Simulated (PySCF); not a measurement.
Al(Cl)(Br)(NH2) (AlBrClH₂N), SMILES [NH2][Al]([Cl])[Br]. Coordinates come from a PBE-D3(BJ)/def2-SVP optimisation. The structure was generated by enumeration; whether it is a known compound was not checked. Other conformers were not sampled.

Level of theory: PBE-D3(BJ)/def2-SVP in PySCF.

Harmonic wavenumbers (cm⁻¹): 124, 157, 198, 350, 356, 366, 536, 670, 848, 1463, 3509, 3605. Rotational constants (GHz): 4.084, 1.315, 0.9948; symmetry number 1.

Problem. Work out the zero-point energy and the ideal-gas rigid-rotor harmonic-oscillator thermochemistry at 298.15 K and 1 atm.

Solution. ZPE = ½ Σ hcν = ½ × 12182 cm⁻¹ = 17.42 kcal/mol. H − E(el) = 21.88 kcal/mol. Entropy in cal/(mol K): translation 41.09, rotation 28.49, vibration 12.28, total 81.86. G − E(el) = -2.53 kcal/mol. Cp = 21.01 cal/(mol K). Modes under 150 cm⁻¹ make the vibrational entropy uncertain.
